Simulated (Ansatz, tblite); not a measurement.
Forces on cyclo-(H2SnS)2 (Sn2H4S2) at its PBE-D4/def2-SVP geometry. Total charge 0; singlet.

In the def2 sets Sn takes a core potential; there is no spin–orbit coupling. The xTB rows come from tblite.

GFN1-xTB (tblite), largest force 1.19 eV/Å:

```xyz
8
positions Å, forces eV/Å
Sn    1.520   -0.352    0.519   -1.103    0.255   -0.378
H     2.772   -0.975   -0.501   -0.253    0.153    0.323
H     2.054   -0.142    2.153   -0.049   -0.083   -0.427
S     0.531    1.710   -0.395   -0.313   -1.005    0.233
Sn   -1.520    0.352   -0.520    1.104   -0.256    0.376
H    -2.769    0.975    0.505    0.252   -0.153   -0.324
H    -2.058    0.144   -2.152    0.051    0.082    0.427
S    -0.530   -1.712    0.391    0.312    1.006   -0.229
```

GFN2-xTB (tblite), largest force 0.50 eV/Å:

```
Sn -0.117 0.027 -0.041
H -0.029 0.030 0.090
H 0.021 -0.028 -0.093
S -0.144 -0.462 0.107
Sn 0.118 -0.027 0.039
H 0.029 -0.030 -0.091
H -0.020 0.028 0.093
S 0.143 0.462 -0.105
```

r2SCAN-D4/def2-TZVP (Ansatz), largest force 0.70 eV/Å:

```
Sn -0.286 0.066 -0.098
H -0.228 0.112 0.180
H -0.100 -0.036 -0.293
S -0.203 -0.651 0.151
Sn 0.286 -0.066 0.097
H 0.227 -0.112 -0.181
H 0.100 0.036 0.293
S 0.202 0.652 -0.148
```
